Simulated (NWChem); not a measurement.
GaNH$_{3}$Cl$_{2}$ cation, singlet

```xyz
7

Ga    -0.0757    -0.0020    -0.0015
Cl     0.6398    -1.9729    -0.0002
Cl     0.6267     1.9743     0.0017
N     -2.1187    -0.0055    -0.0005
H     -2.5017    -0.1902    -0.9459
H     -2.5062     0.9045     0.3074
H     -2.5053    -0.7404     0.6190
```
Atoms are numbered in this order, from 1.

All runs: NWChem. Pople sets run with spherical d functions. Low-valent species are run as closed-shell singlets; no triplet was tried in these runs. Coordinates come from a PBE-D3(BJ)/def2-SVP optimisation. Vzz is the largest principal value of the second derivative of the potential at the nucleus (NWChem prints the opposite sign); η is the asymmetry. Non-relativistic.

```tsv
level	Vzz Ga1 (a.u.)	η Ga1	Vzz Cl2 (a.u.)	η Cl2	Vzz Cl3 (a.u.)	η Cl3	Vzz N4 (a.u.)	η N4	relative time
CAM-B3LYP/def2-SVP	1.647	0.93	2.417	0.20	2.409	0.20	-0.364	0.08	2
CAM-B3LYP/6-31G*	1.637	0.84	2.538	0.19	2.533	0.20	-0.322	0.08	2
PBE0/cc-pVTZ	2.045	0.72	2.349	0.21	2.345	0.21	-0.321	0.08	5
PBE0/6-31G*	1.600	0.82	2.530	0.19	2.525	0.19	-0.303	0.08	1
```

Relative times are rough (shared machine, one core).
